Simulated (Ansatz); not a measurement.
Job for Ansatz (a quantum-chemistry and plane-wave program): R-BHLYP/def2-TZVPPD on C4H8 (a complex). Files ending in .json are basis or fitting sets from the Basis Set Exchange.

Ansatz 0.2 input:
```yaml
crystal:
  periodic: [false, false, false]
  atoms:
    - {symbol: C, position_ang: [-0.20440649, -0.04430182, -0.29071696]}
    - {symbol: H, position_ang: [0.37230030, -0.09913342, -1.21308321]}
    - {symbol: H, position_ang: [-0.75803661, 0.89371268, -0.26659162]}
    - {symbol: H, position_ang: [-0.90208411, -0.88016963, -0.25156153]}
    - {symbol: H, position_ang: [0.46781400, -0.09127708, 0.56443765]}
    - {symbol: C, position_ang: [1.43536403, -0.04551072, 3.65489540]}
    - {symbol: C, position_ang: [0.14532158, 0.03172258, 3.51161052]}
    - {symbol: C, position_ang: [-1.14357825, 0.10888064, 3.36228934]}
    - {symbol: H, position_ang: [1.93383818, -1.00218538, 3.76114452]}
    - {symbol: H, position_ang: [2.05390478, 0.84445863, 3.67356263]}
    - {symbol: H, position_ang: [-1.59495716, 0.09190936, 2.37717264]}
    - {symbol: H, position_ang: [-1.80555804, 0.19265287, 4.21639736]}
basis:
  gaussian:
    orbitals: def2-TZVPPD.json
hamiltonian:
  xc: {name: BHLYP}
scf: {lower_state_search: off}
```

**Question.** Predict the final total energy.

**Answer.** -157.1280 hartree.

**Question.** How many basis functions does it have, and what does it roughly cost on one machine?

**Answer.** 284 functions; roughly 8 core-seconds.
